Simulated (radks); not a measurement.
Spherical quantum dot in the effective-mass picture: electrons in a parabolic well V = omega^2 r^2 / 2 with omega = 0.244, with a point charge +2 (a donor) at the centre, all in effective atomic units (hartree* = m*/eps^2 hartree, bohr* = eps/m* bohr), one dielectric constant everywhere. Calculated with a radial shooting solver with Libxc functionals: non-relativistic Kohn-Sham, LDA (Slater exchange, Perdew-Wang correlation), spin-polarised, spherical densities. Levels are named by radial order and angular momentum (1s, 1p, 1d, 2s, ...), and open shells are averaged over m.

N = 23, configuration 1s2 1p6 1d10 2s2 1f(up 3, down 0). This is the lowest configuration that the search found. Occupied and some empty levels:

level    occupation  eigenvalue (hartree*)  <r> (bohr*)
1s down           1                 3.6936       0.9773
1s up             1                 3.6945       0.9772
2s up             1                 4.2214        4.889
2s down           1                 4.2317        4.822
1p up             3                 4.2575        4.966
1p down           3                 4.2677        4.889
1d up             5                 4.3497        5.678
1d down           5                 4.3627        5.649
1f up             3                 4.4516        6.129
1f down           0                 4.4656        6.123
2p up             0                 4.4800        4.892
2p down           0                 4.4868        4.925
1g up             0                 4.5656        6.490
1g down           0                 4.5799        6.497
2d up             0                 4.6311        5.593
2d down           0                 4.6387        5.597

Energy (hartree*): total 52.8950, kinetic 6.4340, external 4.7191, Hartree 47.049, exchange-correlation -5.3072.

Electron density:

r (bohr*)  n(r) (e/bohr*^3)
0.216                 1.562
0.758                0.2228
1.30                0.04232
1.84                0.01444
2.38                0.01156
2.93                0.01317
3.47                0.01527
4.01                0.01680
4.55                0.01729
5.10                0.01646
5.64                0.01423
6.18                0.01094
6.72               0.007340
7.27               0.004212
7.81               0.002046
8.35              0.0008332
8.89              0.0002834
9.44             0.00008071
9.98             0.00001929
10.5              3.864e-06
